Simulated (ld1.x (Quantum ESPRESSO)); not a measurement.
# u(r) = r·R(r): atom against pseudo-atom (Al (Z = 13))

Columns: radius, all-electron u(r) and pseudo u(r) of the 3s shell (level -9.35 eV) of aluminium in the configuration [Ne] 3s2 3p0.75; PBE, non-relativistic, RRKJ scheme, ld1.x (Quantum ESPRESSO) 7.5.

```csv
r (bohr),all-electron,pseudo
0.105,0.1136,0.0219
0.210,-0.0996,0.0445
0.315,-0.2536,0.0685
0.420,-0.3004,0.0948
0.525,-0.2655,0.1241
0.630,-0.1814,0.1572
0.735,-0.0731,0.1949
0.840,0.0426,0.2374
0.945,0.1556,0.2850
1.050,0.2600,0.3370
1.155,0.3527,0.3921
1.260,0.4326,0.4484
1.365,0.4996,0.5030
1.470,0.5544,0.5531
1.575,0.5981,0.5961
1.680,0.6317,0.6305
1.785,0.6560,0.6556
1.890,0.6719,0.6718
1.995,0.6801,0.6801
2.100,0.6819,0.6819
2.205,0.6779,0.6779
2.310,0.6692,0.6692
2.415,0.6564,0.6564
2.520,0.6403,0.6403
2.625,0.6216,0.6216
2.730,0.6008,0.6008
```

Task: How many radial nodes do the two functions have?

Result: The all-electron 3s function has n − l − 1 = 2; the pseudo-wave has 0, since the states of the same l below it are removed with the core.

Task: At about which radius was the pseudo-wave matched?

Result: 2.10 bohr. The columns agree to 0.0005 from 1.78 bohr on; several derivatives are matched, so the curves merge somewhat inside the radius.

Task: Where does each function peak?

Result: Outermost all-electron maximum near 2.10 bohr, pseudo maximum near 2.10 bohr (to the table’s step).

Task: Is the pseudo-wave norm-conserving?

Result: Yes: the RRKJ scheme keeps the norm inside the radius equal to the all-electron one, which fixes the energy derivative of the logarithmic derivative at the level.
